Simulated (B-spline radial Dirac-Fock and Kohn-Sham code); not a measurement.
**Photoemission from Hf at 2570 eV, detector at θ = 54.7°, φ = 180°**

System: the Hf atom, configuration [Xe] 4f14 5d2 6s2. Calculated with a radial B-spline solver, using Dirac-Hartree-Slater photoionisation with a Latter tail; cross sections with all multipoles, angular parameters from the dipole term and its interference with E2. Thresholds are tabulated edges, those marked * orbital energies of the model. For linearly polarised light dσ/dΩ = σ/(4π) [1 + β P₂(cos θ) + (δ + γ cos²θ) sin θ cos φ], with θ from the polarisation vector and φ the angle between the beam and the projection of the electron momentum on the plane normal to the polarisation. The dipole factor is 1 + βP₂ and the non-dipole term is the rest of the bracket. Open shells are filled statistically over j.

The run's input, task.json:

```json
{"items": [{
  "Z": 72,
  "q": 0,
  "cfg": [[1, 0, 2], [2, 0, 2], [2, 1, 6], [3, 0, 2], [3, 1, 6], [3, 2, 10], [4, 0, 2], [4, 1, 6], [4, 2, 10], [4, 3, 14], [5, 0, 2], [5, 1, 6], [5, 2, 2], [6, 0, 2]],
  "A": 180,
  "rrms": 5.347,
  "do": "xps",
  "hv": [52.4, 58.9, 63.1, 80, 81.0, 112.0, 204.0, 244.0, 303.0, 397.0, 402.0, 412.0, 444.0, 600, 693.0, 752.0, 758.0, 800, 1000, 1170.0, 1330.0, 1486.9, 1520.0, 2570.0, 4220.0, 6000, 8360.0, 9251.7, 15000],
  "edges": {"K": 65351.0, "L1": 11271.0, "L2": 10739.0, "L3": 9561.0, "M1": 2601.0, "M2": 2365.0, "M3": 2107.0, "M4": 1716.0, "M5": 1662.0, "N1": 538.0, "N2": 438.2, "N3": 380.7, "N4": 220.0, "N5": 211.5, "O1": 64.2}
}]}
```

Launch: `python xray2_run.py task.json out`

| subshell | threshold (eV) | σ (kb) | β | γ | δ | dipole factor | non-dipole term | dσ/dΩ (kb/sr) |
| --- | --- | --- | --- | --- | --- | --- | --- | --- |
| 3p1/2 | 2365.0 | 45.8 | 0.88 | 0.40 | 0.191 | 1.001 | -0.264 | 2.69 |
| 3p3/2 | 2107.0 | 109 | 1.17 | 0.36 | 0.073 | 1.001 | -0.157 | 7.34 |
| 3d3/2 | 1716.0 | 176 | 0.98 | -0.16 | 0.021 | 1.001 | +0.027 | 14.4 |
| 3d5/2 | 1662.0 | 249 | 1.05 | -0.14 | 0.023 | 1.001 | +0.019 | 20.2 |
| 4s | 538.0 | 10.6 | 1.94 | 0.25 | -0.001 | 1.002 | -0.067 | 0.785 |
| 4p1/2 | 438.2 | 12.9 | 1.68 | 0.02 | -0.003 | 1.001 | -0.003 | 1.02 |
| 4p3/2 | 380.7 | 26.8 | 1.70 | -0.03 | 0.002 | 1.001 | +0.007 | 2.15 |
| 4d3/2 | 220.0 | 25.7 | 1.37 | 0.15 | 0.036 | 1.001 | -0.070 | 1.91 |
| 4d5/2 | 211.5 | 36.1 | 1.35 | 0.18 | 0.035 | 1.001 | -0.078 | 2.65 |
| 4f5/2 | 26.41* | 6.84 | 1.02 | 0.64 | 0.148 | 1.001 | -0.295 | 0.384 |
| 4f7/2 | 24.51* | 8.57 | 1.00 | 0.65 | 0.149 | 1.001 | -0.299 | 0.479 |
| 5s | 64.20 | 1.89 | 1.94 | 0.15 | -0.001 | 1.002 | -0.040 | 0.145 |
| 5p1/2 | 45.65* | 1.88 | 1.72 | -0.01 | -0.004 | 1.002 | +0.006 | 0.151 |
| 5p3/2 | 37.37* | 3.66 | 1.74 | -0.04 | 0.002 | 1.002 | +0.010 | 0.295 |
| 5d3/2 | 5.18* | 0.261 | 1.40 | 0.18 | 0.036 | 1.001 | -0.079 | 0.0192 |
| 5d5/2 | 4.63* | 0.342 | 1.36 | 0.21 | 0.035 | 1.001 | -0.086 | 0.0249 |
| 6s | 6.57* | 0.164 | 1.94 | 0.14 | -0.001 | 1.002 | -0.037 | 0.0126 |
